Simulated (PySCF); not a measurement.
BrH₃MgSi. Atoms are numbered in the order given.

```xyz
6

Mg     0.0000     0.0000     0.5759
Br     0.0000     0.0000    -1.7738
Si     0.0000     0.0000     3.1456
H      1.1925    -0.6885     3.7112
H     -1.1925    -0.6885     3.7112
H      0.0000     1.3770     3.7112
```
Charge 0, spin multiplicity 1.

Geometry: TPSSh-D3(BJ)/def2-TZVP.

Method: PySCF with KT2/pcSseg-2.

GIAO shieldings, no solvent; atoms alike by connectivity are averaged. δ = σ(ref) − σ: ²⁹Si against TMS (σ = 351.7 ppm); ¹H against TMS (σ = 31.47 ppm), references at their B3LYP-D3(BJ)/def2-TZVP geometries, non-relativistic (without spin–orbit terms, shifts of atoms bonded to Cl or Br come out too high).

Computed chemical shifts:
```json
[
 {"nucleus": "²⁹Si", "atoms": "Si3", "count": "1", "δ (ppm)": "-148.4"},
 {"nucleus": "¹H", "atoms": "H4, H5, H6", "count": "3", "δ (ppm)": "3.19"}
]
```
